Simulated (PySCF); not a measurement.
**Dipole response of Xe⁺ (xenon, charge +1)**

[Kr] 4d10 5s2 5p5, 2P determinant. Calculation: PySCF 2.14, in aug-cc-pwCVTZ-DK3 with one added diffuse shell each of s, p, d, f type (11s10p8d5f1g, 125 functions); the spin-free X2C one-electron Hamiltonian (Gaussian nucleus). Coupled (time-dependent) response in atomic units; α is the mean over directions.

```
   method  mean α (bohr³)         α xx, yy, zz  C₆ (like pair)  S(−4)
BHandHLYP           17.93  17.34, 18.22, 18.22           156.1  51.59
```

S(−4) is the Cauchy moment in α(ω) = α(0) + S(−4) ω² + …

Spin-orbit coupling is absent.

α(iu) at BHandHLYP:

| u (hartree) | α(iu) (bohr³) |
| --- | --- |
| 0 | 17.93 |
| 0.0500 | 17.80 |
| 0.100 | 17.43 |
| 0.200 | 16.11 |
| 0.300 | 14.35 |
| 0.500 | 10.81 |
| 0.750 | 7.514 |
| 1.00 | 5.427 |
| 1.50 | 3.233 |
| 2.00 | 2.197 |
| 3.00 | 1.262 |
| 5.00 | 0.6040 |

For an ion, C₆ is the dispersion term alone; charge-induced terms of lower order in 1/R come first.

The components differ because the open shell of this determinant is not spherical; for a pure term their mean is the scalar polarisability.
